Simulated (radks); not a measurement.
Values are calculated unless marked as measured or tabulated.
Fractional charge and spin in the 5s shell of iodine: the spin-up occupation runs from 0 to 1 and the spin-down occupation from 0 to 1; the fullest corner is I2+, [Kr] 4d10 5p(up 1.5, down 1.5) 5s(up 1, down 1). Code: a radial shooting solver on a logarithmic mesh with Libxc functionals. Model: scalar-relativistic Kohn-Sham, r2SCAN, spin-polarised, spherical densities, finite nucleus; meta-GGA in the generalised Kohn-Sham scheme; Fermi nuclear charge, rms radius of each element as measured or else 0.836 A^(1/3) + 0.57 fm. Energy (eV) minus the two flat planes that join the four corners (they meet along the diagonal where the two added fractions sum to one electron); zero is where a piecewise linear energy would lie.

| down \ up | 0 | 0.25 | 0.5 | 0.75 | 1 |
|---|---|---|---|---|---|
| 0 | 0.000 | -0.990 | -1.320 | -0.991 | 0.000 |
| 0.25 | -0.990 | -1.197 | -0.751 | 0.348 | -0.942 |
| 0.5 | -1.320 | -0.751 | 0.464 | -0.718 | -1.255 |
| 0.75 | -0.991 | 0.348 | -0.718 | -1.147 | -0.940 |
| 1 | 0.000 | -0.942 | -1.255 | -0.940 | 0.000 |

Corners above the fullest one (they belong to I3+ and the next ion): (up 1, down 0) 41.573 eV, (up 0, down 1) 41.573 eV, (up 0, down 0) 95.316 eV. With half an added electron in each spin the energy lies 0.464 eV from the planes, and with half an added electron in spin up alone -1.320 eV. The planes are only a guide here: the flat-plane condition holds for ground states with one frontier orbital, while this shell lies below other occupied shells, so the corners above the fullest one are inner-hole states and not the ground states of those ions.
